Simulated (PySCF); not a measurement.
Spectra and structures to be paired. Computed with TDDFT CAM-B3LYP/def2-SVPD, vertical, gas phase, core orbitals frozen in the response (PySCF 2.14.0, density-fitted response routines). Geometries: GFN2-xTB; one conformer of each isolated species. Triplets are in the Tamm–Dancoff approximation.

A. `O=C1CCC1`
B. `O(CC)[C@@H](SC)C`
C. `C=C=COC`
D. `C1=CC2=C(C=CS2)O1`

Lowest singlet levels (six at most, fewer where fewer were computed) with oscillator strengths:

1. 4.71 eV (f 0.001); 6.36 eV (f 0.017); 6.75 eV (f 0.302); 6.88 eV (f 0.000); 7.02 eV (f 0.009); 7.49 eV (f 0.014); T1 4.30 eV
2. 5.45 eV (f 0.000); 6.20 eV (f 0.043); 6.50 eV (f 0.004); 6.96 eV (f 0.023); 7.20 eV (f 0.001); 7.30 eV (f 0.043); T1 5.04 eV
3. 4.29 eV (f 0.000); 7.03 eV (f 0.037); 7.79 eV (f 0.001); 7.80 eV (f 0.000); 7.98 eV (f 0.002); 7.99 eV (f 0.012); T1 3.76 eV
4. 5.15 eV (f 0.269); 5.68 eV (f 0.106); 5.72 eV (f 0.000); 6.01 eV (f 0.000); 6.16 eV (f 0.013); 6.44 eV (f 0.037); T1 3.35 eV

**Question.** Match each spectrum to its molecule.

**Answer.** 1 = C, 2 = B, 3 = A, 4 = D.
- A: S1 at 4.29 eV, HOMO→LUMO (96%); S1 has the pattern of n→π* at C=O; HOMO -8.69 and LUMO 0.43 eV; point group C2v, 2 of its 6 listed states under f = 0.0005.
- B: S1 at 5.45 eV, HOMO→LUMO (54%), HOMO→LUMO+1 (19%); Löwdin shares by element: HOMO sulfur 70%, carbon 15% or more; LUMO sulfur 36%, carbon 18% or more, hydrogen 6% or more (atoms not listed hold the other 39%); HOMO -7.69 and LUMO 1.22 eV.
- C: S1 at 4.71 eV, HOMO→LUMO (88%), HOMO→LUMO+1 (9%); Löwdin shares by element: HOMO carbon 59% or more, oxygen 28%; LUMO carbon 72% (atoms not listed hold the other 28%); HOMO -7.81 and LUMO 0.95 eV.
- D: S1 at 5.15 eV, HOMO→LUMO (95%); Löwdin shares by element: HOMO carbon 67% or more (atoms not listed hold the other 33%); LUMO carbon 48% or more, sulfur 14% (atoms not listed hold the other 38%); HOMO -7.45 and LUMO 0.38 eV; point group Cs, 2 of its 6 listed states under f = 0.0005.
